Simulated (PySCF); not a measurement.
# Electron correlation in As²⁺ (arsenic, charge +2)

[Ar] 3d10 4s2 5s1, 2S determinant (an excited configuration). Computed with PySCF 2.14 in aug-cc-pwCVTZ-PP with ECP10MDF (8s7p6d4f1g, 96 functions), with a scalar-relativistic core potential. Frozen: 3s2 3p6 3d10; 3 electrons correlated.

```
  level  correlation energy (mhartree)
   CCSD                         -56.50
    (T)                          -1.17
CCSD(T)                         -57.67
```

Diagnostics: T1 = 0.011, D1 = 0.0248, largest double amplitude 0.150.

The outer electron is Rydberg-like, and this basis confines it to a smaller radius and binds it less than a complete one would. A double-excitation amplitude exceeds 0.15, a sign of near-degeneracy.

Cost of the coupled-cluster step: about 22 core-seconds, for 3 correlated electrons.
